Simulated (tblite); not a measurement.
C2H6BP.
SMILES with atom numbers: `[CH:1]#[C:2][BH2-:3][PH3+:4]` (hydrogens: H5 on C1; H6, H7 on B3; H8, H9, H10 on P4)
Bond orders are those of one Lewis drawing.

Computed with GFN2-xTB (tblite), gas phase: Langevin dynamics at 200 K from the optimised GFN2-xTB geometry, time step 0.5 fs, friction 0.01 fs⁻¹, 2000 steps. The instantaneous temperature is 2·E(kin)/(3Nk) with all 3N coordinates.

| t (fs) | T (K) | E(pot) above start (eV) | C1≡C2 (Å) | C2–B3 (Å) | B3–P4 (Å) | C1–H5 (Å) |
| --- | --- | --- | --- | --- | --- | --- |
| 0 | 170 | 0.000 | 1.202 | 1.557 | 1.926 | 1.052 |
| 25 | 101 | 0.141 | 1.206 | 1.560 | 1.955 | 1.050 |
| 50 | 144 | 0.087 | 1.201 | 1.555 | 1.910 | 1.057 |
| 75 | 117 | 0.125 | 1.189 | 1.547 | 1.919 | 1.043 |
| 100 | 122 | 0.078 | 1.199 | 1.562 | 1.940 | 1.074 |
| 125 | 116 | 0.161 | 1.203 | 1.569 | 1.934 | 1.037 |
| 150 | 164 | 0.182 | 1.201 | 1.549 | 1.911 | 1.074 |
| 175 | 228 | 0.136 | 1.204 | 1.553 | 1.937 | 1.028 |
| 200 | 98 | 0.279 | 1.204 | 1.594 | 1.902 | 1.094 |
| 225 | 278 | 0.240 | 1.195 | 1.534 | 1.933 | 1.034 |
| 250 | 288 | 0.095 | 1.198 | 1.551 | 1.958 | 1.060 |
| 275 | 166 | 0.230 | 1.197 | 1.574 | 1.943 | 1.047 |
| 300 | 169 | 0.141 | 1.196 | 1.562 | 1.898 | 1.037 |
| 325 | 107 | 0.219 | 1.211 | 1.533 | 2.009 | 1.081 |
| 350 | 198 | 0.171 | 1.213 | 1.549 | 1.948 | 1.024 |
| 375 | 164 | 0.127 | 1.207 | 1.573 | 1.919 | 1.069 |
| 400 | 110 | 0.094 | 1.204 | 1.547 | 1.924 | 1.042 |
| 425 | 147 | 0.174 | 1.208 | 1.575 | 1.959 | 1.055 |
| 450 | 114 | 0.169 | 1.201 | 1.555 | 1.945 | 1.056 |
| 475 | 128 | 0.163 | 1.207 | 1.545 | 1.936 | 1.050 |
| 500 | 103 | 0.145 | 1.199 | 1.571 | 1.936 | 1.057 |
| 525 | 194 | 0.111 | 1.202 | 1.560 | 1.912 | 1.046 |
| 550 | 193 | 0.183 | 1.202 | 1.525 | 1.916 | 1.071 |
| 575 | 159 | 0.174 | 1.200 | 1.623 | 1.910 | 1.052 |
| 600 | 188 | 0.269 | 1.207 | 1.550 | 2.018 | 1.042 |
| 625 | 207 | 0.270 | 1.225 | 1.550 | 1.872 | 1.073 |
| 650 | 198 | 0.261 | 1.184 | 1.571 | 1.967 | 1.036 |
| 675 | 247 | 0.212 | 1.199 | 1.544 | 1.974 | 1.059 |
| 700 | 185 | 0.190 | 1.232 | 1.541 | 1.994 | 1.069 |
| 725 | 148 | 0.225 | 1.185 | 1.577 | 1.880 | 1.050 |
| 750 | 136 | 0.205 | 1.205 | 1.550 | 1.975 | 1.045 |
| 775 | 251 | 0.194 | 1.223 | 1.555 | 1.958 | 1.081 |
| 800 | 130 | 0.275 | 1.196 | 1.571 | 1.882 | 1.027 |
| 825 | 249 | 0.196 | 1.200 | 1.565 | 2.013 | 1.064 |
| 850 | 218 | 0.266 | 1.228 | 1.521 | 2.112 | 1.061 |
| 875 | 240 | 0.248 | 1.185 | 1.644 | 1.855 | 1.048 |
| 900 | 235 | 0.232 | 1.202 | 1.511 | 1.990 | 1.052 |
| 925 | 211 | 0.222 | 1.219 | 1.585 | 2.026 | 1.077 |
| 950 | 209 | 0.198 | 1.185 | 1.591 | 1.906 | 1.014 |
| 975 | 223 | 0.140 | 1.216 | 1.510 | 1.935 | 1.078 |
| 1000 | 148 | 0.317 | 1.198 | 1.576 | 1.917 | 1.046 |

**Question.** From 500 fs on, how do temperature and potential energy compare with equipartition?

**Answer.** The mean temperature of these 21 frames is 194 K against the target 200 K, and the mean potential energy 0.22 eV against 24 × kT/2 = 0.21 eV for 24 classical harmonic modes. For 10 atoms in a canonical ensemble the temperature itself scatters by T·√(2/(3N)) = 52 K; here its standard deviation is 42 K. The whole run lasts only 10 friction times of 100 fs, so these averages carry a wide statistical error.

**Question.** What are the kinetic and total energies of the listed frame with the highest potential energy?

**Answer.** The one at 1000 fs, 0.317 eV above the start. Its kinetic energy is 3NkT/2 = 0.192 eV at 148 K, so the sum is 0.51 eV; over the listed frames the sum runs from 0.22 to 0.60 eV, since the thermostat adds and removes energy.

**Question.** How much do the listed bonds fluctuate from 500 fs on?

**Answer.** 
```csv
bond,at the start (Å),mean (Å),standard deviation (Å)
C1≡C2,1.202,1.204,0.014
C2–B3,1.557,1.562,0.032
B3–P4,1.926,1.950,0.061
C1–H5,1.052,1.055,0.017
```

The motion is classical and holds no zero-point motion.

The cost below is that of the whole dynamics run. On Arm Neoverse N1, one thread, no GPU, shared host, this took 9.6 s.
